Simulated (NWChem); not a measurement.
Species: C6H5F; SMILES Fc1ccccc1

Computed with NWChem. All runs use the structure optimised with PBE0/def2-SVP.

For level B97-D/def2-SVP:

```
Property                     Value
---------------------------  -----
highest occupied level (eV)  -5.97
```

**Question.** What are these values for level LDA (Slater exchange, PW92)/def2-SVP?

**Answer.** 
* **highest occupied level (eV)**: -6.21
